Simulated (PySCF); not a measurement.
H3O4V, SMILES [O]=[V]([OH])([OH])[OH], multiplicity 1.

The structure is a stationary point at ωB97X-D3(BJ)/def2-SVP. The multiplicity is an assumed one; other spin states were not compared. One conformer was computed; it need not be the lowest.

Two levels are set side by side: TDA-PBE/def2-SVPD (PySCF) and TDA-M06-2X/def2-SVPD (PySCF). Vertical, same geometry. The lowest singlet is HOMO→LUMO+1 82 % with PBE and HOMO−4→LUMO 24 %, HOMO−5→LUMO+1 24 %, HOMO−1→LUMO 19 %, HOMO−2→LUMO+1 19 % with the other functional; states are paired by order. Differences are taken from unrounded values.

| quantity | TDA-M06-2X |
|---|---|
| lowest singlet excitation (eV) | 5.58 |
| lowest triplet excitation (TDA) (eV) | 4.96 |

**Question.** What does TDA-PBE give, and how far is it from TDA-M06-2X? (Estimate from the structure and the level; the computed values follow.)

**Answer.** 
```
quantity                              TDA-PBE  TDA-PBE minus TDA-M06-2X
------------------------------------  -------  ------------------------
lowest singlet excitation (eV)           4.59                     -0.99
lowest triplet excitation (TDA) (eV)     4.22                     -0.75
```

Functionals without exact exchange tend to place singlet excitations lower, as here. Differences between two approximate levels are no errors against the true value.

Rough cost on one machine, each run with all the roots and properties that it gave: TDA-M06-2X against TDA-PBE about 9 times.
